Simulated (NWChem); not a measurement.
# HSO3 cation; SMILES O=S(=O)=[OH+]

Program: NWChem. Medium grid unless said otherwise, to which SCAN and Minnesota functionals are sensitive. All runs use the structure optimised with B3LYP/6-31G* (spherical d). B3LYP is NWChem's, with the RPA form of VWN correlation. Total energies of different functionals are on different scales.

```json
[
 {"level": "B3LYP/def2-TZVP", "energy (Ha)": "-624.1815", "highest occupied level (eV)": "-17.77", "orbital gap (eV)": "7.22"},
 {"level": "PBE/def2-TZVP", "energy (Ha)": "-623.8005", "highest occupied level (eV)": "-16.26", "orbital gap (eV)": "4.94"},
 {"level": "TPSS/def2-TZVP", "energy (Ha)": "-624.2328", "highest occupied level (eV)": "-16.38", "orbital gap (eV)": "5.21"},
 {"level": "M06/def2-TZVP", "energy (Ha)": "-624.0576", "highest occupied level (eV)": "-18.06", "orbital gap (eV)": "7.96"},
 {"level": "HCTH/407/def2-TZVP", "energy (Ha)": "-624.1735", "highest occupied level (eV)": "-16.53", "orbital gap (eV)": "5.06"},
 {"level": "M05-2X/def2-TZVP", "energy (Ha)": "-624.1143", "highest occupied level (eV)": "-19.98", "orbital gap (eV)": "10.72"},
 {"level": "MN15/def2-TZVP", "energy (Ha)": "-623.8432", "highest occupied level (eV)": "___", "orbital gap (eV)": "___"},
 {"level": "M06-2X/def2-TZVP", "energy (Ha)": "-624.0535", "highest occupied level (eV)": "-19.84", "orbital gap (eV)": "10.60"},
 {"level": "TPSSh/def2-TZVP", "energy (Ha)": "-624.1899", "highest occupied level (eV)": "-17.09", "orbital gap (eV)": "6.35"}
]
```

### Question
Some entries are withheld; supply them.

### Answer

- MN15/def2-TZVP, highest occupied level (eV): -18.98
- MN15/def2-TZVP, orbital gap (eV): 9.30
